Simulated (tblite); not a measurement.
Compound: C7H5NSi.
Atom-mapped SMILES: `[CH:1]#[C:2][C:3]1=[CH:4][SiH2:5][C:6]([C:7]#[N:8])=[CH:9]1` (hydrogens: H10 on C1; H11 on C4; H12, H13 on Si5; H14 on C9)

Cartesian coordinates in Å at the GFN2-xTB level; atoms count from 1:
```
atom  x, y, z in Å
C1     3.427    0.629   -0.227
C2     2.274    0.317   -0.093
C3     0.916   -0.036    0.055
C4     0.477   -1.151    0.682
Si5   -1.403   -1.218    0.647
C6    -1.386    0.432   -0.308
C7    -2.508    1.124   -0.752
N8    -3.469    1.655   -1.097
C9    -0.115    0.840   -0.492
H10    4.435    0.896   -0.339
H11    1.163   -1.858    1.118
H12   -1.946   -2.303   -0.166
H13   -2.029   -1.074    1.958
H14    0.165    1.748   -1.007
```

Level: GFN2-xTB in tblite, geometry and Hessian alike; calculated harmonic values, unscaled, isolated species. Errors from tens to a few hundred cm⁻¹ against measured bands are possible. Modes of hydrogen on silicon can be 10 to 20 % off.

Question: How many normal modes are there?

Answer: 14 atoms, non-linear: 3N − 6 = 36.

Question: What is the point group of the computed structure, and how do the modes divide by symmetry?

Answer: Cs. The vibrations span 24 a′ + 12 a″.

Question: How many distinct wavenumbers does the calculation give?

Answer: 36: Cs has no degenerate species.

Question: How many fundamentals are allowed in the infrared by symmetry?

Answer: 36 of 36: in Cs every mode is allowed. All fundamentals are allowed in the Raman spectrum.

Question: What thermal excitation has the softest real mode at 298.15 K?

Answer: θ = hcν̃/k = 139 K for 96.7 cm⁻¹, so N1/N0 = 0.63 and ⟨v⟩ = 1/(exp(θ/T) − 1) = 1.7.

Time: 0.8 s wall. Hardware: one thread, Arm Neoverse N1 (aarch64), shared host with 64 logical CPUs at a one-minute load of 33. The figure is for the frequency step alone.
